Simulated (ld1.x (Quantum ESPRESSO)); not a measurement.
## calcium, TM semilocal: configuration errors across variants

* Element: calcium (Ca)
* Generator: ld1.x (Quantum ESPRESSO) 7.5
* Type: norm-conserving Troullier–Martins (semilocal form)
* Functional: LDA (PZ)
* Relativity: scalar-relativistic
* Frozen core: [Ar]
* Valence charge: 2
* Reference configuration: 3d0 4s1.5 4p0 (charge +0.5)
* Partial waves: 4s (bound): rc 2.75 bohr; 3d (bound, empty): rc 1.95 bohr; 4p (bound, empty): rc 3.20 bohr
* Local potential: the p channel
* Core correction: a·sin(br)/r model core inside 1.40 bohr

All-electron excitation energies from the reference (eV): (1) 3d0 4s2 4p0 -2.567; (2) 3d0 4s1 4p0 3.896; (3) 3d0 4s1 4p1 -0.076; (4) 3d1 4s0 4p0 5.233; (5) 3d0 4s0 4p1 7.018; (6) 3d0.5 4s1.5 4p0 -1.544; (7) 3d1 4s1 4p0 -0.325; (8) 3d0 4s1.5 4p0 spin -0.038; (9) 3d0 4s1 4p0 spin 3.688.

Spin tests fill each open shell by Hund’s rule, majority spin first.

In the semilocal form every listed channel keeps its own potential, so the choice of the local channel does not act on these tests. It acts once the file is put into the separable form.

A semilocal file is local in each channel, so a ghost entry of none says nothing of the separable form that plane-wave codes build from it.

4 further variants failed, have other tests or another functional or relativity, and are left out.

Errors AE − PS in meV (a dash: test not solved or not reliable):

```tsv
change	(1)	(2)	(3)	(4)	(5)	(6)	(7)	(8)	(9)	bound ghosts
base	+0.2	-1.1	-1.3	-214	-13	-47	-124	0.0	-3.3	none
wave 4p (bound): rc 3.20 bohr becomes 4p (bound): rc 4.10 bohr	+0.2	-1.1	-1.9	-214	-18	-47	-124	0.0	-3.3	none
wave 4s (bound): rc 2.75 bohr becomes 4s (bound): rc 2.46 bohr	+0.6	-0.8	-1.7	-188	-17	-41	-111	-0.2	-4.2	none
core correction a·sin(br)/r model core inside 1.08 bohr	+0.2	-1.1	-1.3	-218	-13	-48	-127	0.0	-3.3	none
local potential the d channel	+0.2	-1.1	-1.3	-214	-13	-47	-124	0.0	-3.3	none
```

Question: Give the same row for: wave 3d (bound): rc 1.95 bohr becomes 3d (bound): rc 1.46 bohr.

Answer: +0.2, -1.1, -1.3, -237, -13, -51, -135, 0.0, -3.3; bound ghosts: none.
